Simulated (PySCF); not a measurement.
Compound: C5H7F3NO2 (charge +1).
Bonds: C1–O2, O2–C3, C3–N4, N4–C5 (triple), C5–C6, C6–O7, O7–C8, C8–F9, C8–F10, C8–F11. Hydrogens: H12, H13, H14 on C1; H15, H16 on C3; H17, H18 on C6.

The calculation used PySCF 2.14.0, PBE0-D3(BJ)/def2-SVP geometry optimisation, gas phase.

Entries marked ? are missing. Bonds in one row agree within 0.01 Å.

| coordinate | value |
| --- | --- |
| C1–O2 | 1.423 Å |
| O2–C3 | 1.338 Å |
| C3–N4 | 1.492 Å |
| N4≡C5 | ? |
| C5–C6 | ? |
| C6–O7 | 1.392 Å |
| O7–C8 | 1.378 Å |
| C8–F9, C8–F10 | ? |
| C8–F11 | ? |
| C1–H12, C1–H13, C1–H14 | 1.100 Å |
| C3–H15, C3–H16 | 1.104 Å |
| C6–H17, C6–H18 | 1.108 Å |
| C1–O2–C3 | 116.7° |
| O2–C3–N4 | 111.0° |
| C3–N4–C5 | 173.5° |
| N4–C5–C6 | 179.5° |
| C5–C6–O7 | 106.9° |
| C6–O7–C8 | 115.0° |
| O7–C8–F9 | ? |
| O7–C8–F11 | ? |
| F9–C8–F10 | ? |
| F9–C8–F11 | ? |

**Question.** Estimate the withheld lengths and angles.

**Answer.** 
- N4≡C5 = 1.147 Å, drawn triple (ends: nitrogen bonded to 2 C; triply bonded carbon); 0.25 Å below the sum of covalent radii, 1.40 Å.
- C5–C6 = 1.460 Å, drawn single (ends: triply bonded carbon; sp3 carbon bound to oxygen); 0.01 Å above the sum of covalent radii, 1.45 Å.
- C8–F9, C8–F10 = 1.324 Å, drawn single (CF3 carbon to fluorine of a CF3 group); 0.01 Å below the sum of covalent radii, 1.33 Å.
- C8–F11 = 1.299 Å, drawn single (CF3 carbon to fluorine of a CF3 group); 0.03 Å below the sum of covalent radii, 1.33 Å.
- O7–C8–F9 = 110.1°, at the CF3 carbon; the outer atoms are 2.215 Å apart.
- O7–C8–F11 = 107.0°, at the CF3 carbon; the outer atoms are 2.153 Å apart.
- F9–C8–F10 = 108.2°, at the CF3 carbon; the outer atoms are 2.145 Å apart.
- F9–C8–F11 = 110.7°, at the CF3 carbon; the outer atoms are 2.158 Å apart.

Radii are Cordero's, carbon taken as 0.76, 0.73 or 0.69 Å for four, three, and two or fewer neighbours.

PBE0-D3(BJ)/def2-SVP frequencies: not computed here. Torsions: C1–O2–C3–N4 -82°, C5–C6–O7–C8 175°.

One conformer stands for the species.
